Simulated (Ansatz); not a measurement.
mer-VF3(H2O)3 (VO₃F₃H₆), 13 atoms. Hardware: 4 threads of Arm Neoverse V1 on a shared host.

Question: How many basis functions does each of these Ansatz runs have, and roughly what does it cost? PBE-D4/def2-TZVP, charge 0 singlet, energy, from earlier orbitals; PBE0-D4/def2-TZVP, charge 1 doublet at the geometry of the charge 0 triplet, energy; PBE-D4/def2-TZVPD, charge 0 triplet, energy, from earlier orbitals; HF/def2-TZVP, charge 0 triplet, energy, from earlier orbitals; LC-ωPBE (ω = 0.10 bohr⁻¹)/def2-SVP, charge 1 doublet at the geometry of the charge 0 triplet, energy, from earlier orbitals; LC-ωPBE (ω = 0.10 bohr⁻¹)/def2-SVP, charge 0 triplet, energy, from earlier orbitals; CAM-B3LYP-D4/def2-TZVP, charge 0 triplet, energy, from earlier orbitals; LC-ωPBE (ω = 0.15 bohr⁻¹)/def2-SVP, charge 0 singlet, energy, from earlier orbitals; PBE-D4/def2-TZVP, charge 1 doublet, energy, from earlier orbitals; PBE-D4/def2-SVP, charge 0 triplet, energy, from earlier orbitals; r2SCAN-D4/def2-SVPD, charge -1 quartet, relaxation, 12 steps; PBE0-D4/def2-SVP, charge 0 unrestricted singlet, energy with a search over starts.

Answer: Other jobs shared the machine, so times can vary by a factor of up to 3. A dash marks memory too small to be measured apart from the calling script's.

| run | functions | fitting or Cholesky vectors | wall time | peak host memory (GiB) |
| --- | --- | --- | --- | --- |
| LC-ωPBE (ω = 0.15 bohr⁻¹)/def2-SVP, charge 0 singlet, energy, from earlier orbitals | 145 | 1603 | 3.1 s | – |
| PBE-D4/def2-TZVP, charge 0 singlet, energy, from earlier orbitals | 267 | 1619 | 3.8 s | – |
| PBE-D4/def2-SVP, charge 0 triplet, energy, from earlier orbitals | 145 | 1603 | 4.1 s | – |
| LC-ωPBE (ω = 0.10 bohr⁻¹)/def2-SVP, charge 0 triplet, energy, from earlier orbitals | 145 | 1603 | 7.5 s | – |
| PBE-D4/def2-TZVP, charge 1 doublet, energy, from earlier orbitals | 267 | 1619 | 8 s | – |
| PBE-D4/def2-TZVPD, charge 0 triplet, energy, from earlier orbitals | 342 | 1902 | 15 s | 0.77 |
| LC-ωPBE (ω = 0.10 bohr⁻¹)/def2-SVP, charge 1 doublet at the geometry of the charge 0 triplet, energy, from earlier orbitals | 145 | 1603 | 18 s | – |
| HF/def2-TZVP, charge 0 triplet, energy, from earlier orbitals | 267 | 2010 | 27 s | 1.7 |
| PBE0-D4/def2-SVP, charge 0 unrestricted singlet, energy with a search over starts | 145 | 1425 | 32 s | 0.73 |
| CAM-B3LYP-D4/def2-TZVP, charge 0 triplet, energy, from earlier orbitals | 267 | 1647 | 38 s | 1.9 |
| PBE0-D4/def2-TZVP, charge 1 doublet at the geometry of the charge 0 triplet, energy | 267 | 1692 | 42 s | 1.8 |
| r2SCAN-D4/def2-SVPD, charge -1 quartet, relaxation, 12 steps | 220 | 1895 | 2.6 min | – |
